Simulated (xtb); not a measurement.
Te(OMe)(GeH3) (CH6GeOTe), SMILES CO[Te][GeH3]. All values are semi-empirical tight-binding results from xtb (GFN2-xTB unless named), good for trends rather than for accurate numbers. Coordinates come from a GFN2-xTB optimisation. The structure was generated by enumeration, and PubChem lists no compound with its InChIKey, so it may never have been made. Other conformers were not sampled.

Optimised geometry:

Bonded distances (Å): Te1–O2 2.029, Te1–Ge7 2.513, O2–C3 1.391, C3–H4 1.094, C3–H5 1.091, C3–H6 1.094, Ge7–H8 1.505, Ge7–H9 1.490, Ge7–H10 1.506. Angles (°): O2–Te1–Ge7 85.7, Te1–O2–C3 117.4, O2–C3–H4 112.2, O2–C3–H5 106.1, O2–C3–H6 112.2, H4–C3–H5 108.8, H4–C3–H6 108.7, H5–C3–H6 108.8, Te1–Ge7–H8 113.7, Te1–Ge7–H9 108.6, Te1–Ge7–H10 114.4, H8–Ge7–H9 107.9, H8–Ge7–H10 104.3, H9–Ge7–H10 107.6.
Charge 0, spin multiplicity 1.

For metal compounds this method's bond lengths and energies can be far off.

Computed properties:
```
Property                                       Value
-------------------------------------  -------------
orbital gap                                  3.13 eV
zero-point energy                      39.0 kcal/mol
G − E(el) at 298.15 K (modified RRHO)  17.1 kcal/mol
```

Problem. Give the atomic charges and the Wiberg bond orders between heavy atoms. (The exact figures need the calculation; the answer reports its results.)

Solution. charges (e) Te1 0.13, O2 -0.36, C3 0.06, H4 0.01, H5 0.05, H6 0.02, Ge7 0.10, H8 -0.02, H9 0.02, H10 -0.01. Bond orders Te1–O2 1.09, O2–C3 1.02, Te1–Ge7 0.92.
